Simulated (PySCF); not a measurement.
**A ladder of Hamiltonians for Sb³³⁺ (antimony, charge +33)**

Occupied: 1s1/2, 2s1/2, 2p1/2, 2p3/2, 3s1/2, 3p1/2, 3p3/2. Hartree-Fock calculated with PySCF 2.14 in an uncontracted even-tempered set (21 s from 2.6 bohr⁻², ratio 2.3; 16 p from 3.1 bohr⁻², ratio 2.3), Gaussian nucleus throughout. NR is non-relativistic, sf-X2C the spin-free one-electron X2C Hamiltonian, X2C adds the bare one-electron spin-orbit term, X2C-SNSO screens it by Boettger's factors, DC is four-component Dirac-Coulomb, and the Gaunt and Breit terms are added at first order (total energies over the DC spinors, levels after relaxing the spinors in that mean field). QED terms are absent. Levels marked empty are virtual spinors of this ion; the basis has s and p functions only, so 3d, which can lie below the n = 4 levels, is absent.

| Hamiltonian | E (hartree) | E − E(DC) (hartree) | CPU seconds |
| --- | --- | --- | --- |
| NR | -5497.1524 | 165.8545 | 0.37 |
| sf-X2C | -5659.7455 | 3.2615 | 0.27 |
| X2C | -5661.5581 | 1.4489 | 0.27 |
| X2C-SNSO | -5661.4141 | 1.5928 | 0.27 |
| DC | -5663.0070 | 0.0000 | 14 |
| DC+Gaunt | -5658.1260 | 4.8810 | 25 |
| DC+Breit | -5658.5995 | 4.4075 | 77 |

Problem. Give the 3p spin-orbit interval with each Hamiltonian that has one.

Solution. X2C 63.23; X2C-SNSO 60.64; DC 60.35; DC+Gaunt 59.54; DC+Breit 59.54 (eV).

```json
{"level (eV)": "1s1/2", "NR": "-31258.1", "sf-X2C": "-32372.3", "X2C": "-32369.5", "X2C-SNSO": "-32369.7", "DC": "-32396.5", "DC+Gaunt": "-32322.6", "DC+Breit": "-32327.9"}
{"level (eV)": "2s1/2", "NR": "-6149.5", "sf-X2C": "-6440.1", "X2C": "-6439.3", "X2C-SNSO": "-6439.4", "DC": "-6442.5", "DC+Gaunt": "-6435.2", "DC+Breit": "-6435.7"}
{"level (eV)": "2p1/2", "NR": "-5870.5", "sf-X2C": "-5955.8", "X2C": "-6141.6", "X2C-SNSO": "-6133.8", "DC": "-6134.8", "DC+Gaunt": "-6122.7", "DC+Breit": "-6124.0"}
{"level (eV)": "2p3/2", "NR": "-5870.5", "sf-X2C": "-5955.8", "X2C": "-5871.8", "X2C-SNSO": "-5875.0", "DC": "-5877.6", "DC+Gaunt": "-5869.0", "DC+Breit": "-5870.2"}
{"level (eV)": "3s1/2", "NR": "-2295.9", "sf-X2C": "-2376.6", "X2C": "-2376.4", "X2C-SNSO": "-2376.4", "DC": "-2377.1", "DC+Gaunt": "-2375.5", "DC+Breit": "-2375.7"}
{"level (eV)": "3p1/2", "NR": "-2181.1", "sf-X2C": "-2211.4", "X2C": "-2254.8", "X2C-SNSO": "-2253.0", "DC": "-2253.2", "DC+Gaunt": "-2250.5", "DC+Breit": "-2250.8"}
{"level (eV)": "3p3/2", "NR": "-2181.1", "sf-X2C": "-2211.4", "X2C": "-2191.6", "X2C-SNSO": "-2192.3", "DC": "-2192.9", "DC+Gaunt": "-2190.9", "DC+Breit": "-2191.3"}
{"level (eV)": "4s1/2 (empty)", "NR": "-1129.0", "sf-X2C": "-1159.0", "X2C": "-1158.9", "X2C-SNSO": "-1158.9", "DC": "-1159.1", "DC+Gaunt": "-1158.6", "DC+Breit": "-1158.6"}
{"level (eV)": "4p1/2 (empty)", "NR": "-1086.5", "sf-X2C": "-1099.1", "X2C": "-1114.1", "X2C-SNSO": "-1113.5", "DC": "-1113.5", "DC+Gaunt": "-1112.6", "DC+Breit": "-1112.7"}
{"level (eV)": "4p3/2 (empty)", "NR": "-1086.5", "sf-X2C": "-1099.1", "X2C": "-1092.3", "X2C-SNSO": "-1092.6", "DC": "-1092.7", "DC+Gaunt": "-1092.0", "DC+Breit": "-1092.2"}
```

Weight of the small component: 1s1/2 0.0352, 2s1/2 0.00765, 2p1/2 0.00761, 2p3/2 0.00727, 3s1/2 0.00270, 3p1/2 0.00263, 3p3/2 0.00255, 4s1/2 0.00123, 4p1/2 0.00121, 4p3/2 0.00118.

Koopmans' value for the highest occupied level at DC+Breit: 2191.3 eV, against an ionisation energy of 2190 ± 5 eV (theoretical estimate listed by NIST; NIST Atomic Spectra Database, ionization energies); the former lacks relaxation, correlation, QED and recoil.

The whole ladder took 120 s of wall time on 1 thread of Intel(R) Xeon(R) 6975P-C (shared host), launched as `OMP_NUM_THREADS=1 python relrun2.py TASK.json OUT` (a driver that calls PySCF for each Hamiltonian).
